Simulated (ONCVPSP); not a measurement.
# Reading a pseudo-wave (Ni)

Columns: radius, all-electron u(r) and pseudo u(r) of the 3s shell (level -130.75 eV) of nickel in the configuration [Ne] 3s2 3p6 3d8; PBE, scalar-relativistic, ONCV scheme, ONCVPSP 4.0.1.

| r (bohr) | all-electron | pseudo |
| --- | --- | --- |
| 0.060 | 0.1292 | 0.1206 |
| 0.120 | -0.5248 | 0.2460 |
| 0.180 | -0.6811 | 0.3795 |
| 0.240 | -0.4276 | 0.5213 |
| 0.300 | -0.0003 | 0.6685 |
| 0.360 | 0.4340 | 0.8146 |
| 0.420 | 0.7939 | 0.9506 |
| 0.480 | 1.0523 | 1.0670 |
| 0.540 | 1.2110 | 1.1552 |
| 0.600 | 1.2859 | 1.2097 |
| 0.660 | 1.2953 | 1.2277 |
| 0.720 | 1.2585 | 1.2111 |
| 0.780 | 1.1910 | 1.1641 |
| 0.840 | 1.1051 | 1.0935 |
| 0.900 | 1.0100 | 1.0067 |
| 0.960 | 0.9121 | 0.9117 |
| 1.020 | 0.8158 | 0.8157 |
| 1.080 | 0.7241 | 0.7240 |
| 1.140 | 0.6386 | 0.6385 |
| 1.200 | 0.5602 | 0.5601 |
| 1.260 | 0.4893 | 0.4892 |
| 1.320 | 0.4257 | 0.4256 |
| 1.380 | 0.3691 | 0.3690 |
| 1.440 | 0.3191 | 0.3190 |
| 1.500 | 0.2752 | 0.2752 |
| 1.560 | 0.2369 | 0.2368 |

Problem. How many radial nodes do the two functions have?

Solution. The all-electron 3s function has n − l − 1 = 2; the pseudo-wave has 0, since the states of the same l below it are removed with the core.

Problem. At about which radius was the pseudo-wave matched?

Solution. 1.00 bohr, where the columns begin to agree (steps of 0.06 bohr).

Problem. Is the pseudo-wave norm-conserving?

Solution. Yes: the ONCV scheme keeps the norm inside the radius equal to the all-electron one, which fixes the energy derivative of the logarithmic derivative at the level.
